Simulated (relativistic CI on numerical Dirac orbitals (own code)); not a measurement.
## What each ingredient does to the levels of Ta LXXII

Base calculation: Dirac-Coulomb-Breit CI, separate exchange-only KLI orbitals for each configuration, QED by a radiative potential, unscaled Slater integrals.

CI space: 1s², 1s2s, 1s2p, 1s3s, 1s3p, 1s3d, 1s4s, 1s4p, 1s4d, 1s4f, 1s5s, 1s5p, 1s5d, 1s5f, 1s5g, 1s6s, 1s6p, 1s6d, 2s². Levels of other configurations are missing.

The lowest level and the first level of each name with at least 55 % of one term (blank where a level has no safe partner in the second run):

```tsv
Level	Base (eV)	Shift (eV)
1s² ¹S0	0.0	0.0
1s2s ³S1	57269.0	+95.9
1s2p ³P°1	57382.5	+114.3
1s2s ¹S0	57417.3	+95.9
1s2p ³P°0	57419.7	+114.4
1s2p ³P°2	58863.4	+112.9
1s2p ¹P°1	58912.9	+112.9
1s3s ³S1	68341.5	+110.5
1s3p ³P°1	68371.8	+115.9
1s3s ¹S0	68381.0	+110.3
1s3p ³P°0	68381.5	+115.9
1s3p ³P°2	68812.7	+115.4
1s3d ³D2	68822.4	+116.4
1s3d ³D1	68826.4	+116.4
1s3p ¹P°1	68827.5	+115.4
1s3d ³D3	68949.1	+116.2
1s3d ¹D2	68952.1	+116.2
1s4s ³S1	72139.6	+113.9
1s4p ³P°1	72151.8	+116.2
1s4s ¹S0	72155.6	+113.9
1s4p ³P°0	72155.7	+116.2
1s4p ³P°2	72336.5	+116.0
```

At this charge energies of transitions that change n are usually good to better than 1 %, and those within a shell (Δn = 0) to a few per cent.

**Question.** One thing was changed in a second run, which moved the levels as shown. Which?
A. Breit term removed
B. P86 correlation estimate
C. configuration mixing switched off
D. QED terms removed

**Answer.** D. QED terms removed. QED shifts follow the density of s (and p1/2) electrons at the nucleus, so configurations move by their count of such electrons; where none moves, the smaller shifts of p3/2 electrons and of j = l + 1/2 against j = l − 1/2 set the pattern.

LS names give the leading component of a level, which can be under half, so a name can repeat, a term be missing and a line seem to break the LS rules.
